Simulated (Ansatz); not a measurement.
A nudged elastic band was laid between two geometries of C2H3FOSi (8 atoms, charge 0, multiplicity 1).

Level of theory: Ansatz, RKS LDA/def2-SVP.

* movable images: 7
* climbing image: yes
* spring: 5.0 eV/Å²
* optimiser: quadratic models (default)
* start path: through a guess of the saddle point
* force threshold: 0.05 eV/Å
* iteration limit: 60
* end points: relaxed

Initial state:

```xyz
8
Properties=species:S:1:pos:R:3
C -0.782 1.876 1.121
C -0.789 0.786 0.575
O -0.813 -0.369 0.001
Si 0.558 -1.084 -0.672
F 0.017 -2.481 -1.249
H -0.790 2.843 1.608
H 1.553 -1.340 0.414
H 1.046 -0.230 -1.798
```

Final state:

```xyz
8
Properties=species:S:1:pos:R:3
C -0.930 1.691 1.306
C -0.562 1.070 0.324
O -0.183 0.441 -0.738
Si 0.620 -1.036 -0.764
F -0.442 -2.209 -0.470
H -1.261 2.240 2.178
H 1.641 -1.039 0.327
H 1.116 -1.158 -2.164
```

(1) What changes between the two ends?

(2) What energy profile does the band end with?

(3) What is the geometry of the highest image?

Results:

(1) No bond is made or broken. The dihedral C2–O3–Si4–H7 goes from 63 to -41°.

(2) The forces met the threshold. The highest image is number 1 of 0 to 8, 0.0 kcal/mol above the first end and 1.3 kcal/mol above the last; the last end lies 1.2 kcal/mol below the first. The top lies less than 8 meV above the higher end, about what the thresholds resolve: that end is a shoulder or a very shallow well. A vibrational analysis at the climbing image gives no mode beyond 40i cm⁻¹: the surface is too flat there to confirm a saddle point.

```
image  path coordinate (Å)  energy (kcal/mol)  dihedral C2–O3–Si4–H7 (°)
    0                 0.00                0.0                         63
    1                 0.30                0.0                         51
    2                 0.60                0.0                         40
    3                 0.89               -0.1                         26
    4                 1.19               -0.3                         11
    5                 1.48               -0.6                         -3
    6                 1.77               -0.9                        -17
    7                 2.07               -1.2                        -29
    8                 2.36               -1.2                        -41
```

(3) 
```xyz
8
Properties=species:S:1:pos:R:3
C -0.786 1.863 1.163
C -0.785 0.817 0.538
O -0.817 -0.290 -0.124
Si 0.559 -1.079 -0.694
F 0.014 -2.516 -1.158
H -0.793 2.788 1.725
H 1.524 -1.232 0.438
H 1.085 -0.350 -1.888
```

Time of the run: 100 s on 1 thread of Intel(R) Xeon(R) Platinum 8488C (Sapphire Rapids) (shared host), peak memory 0.13 GiB.
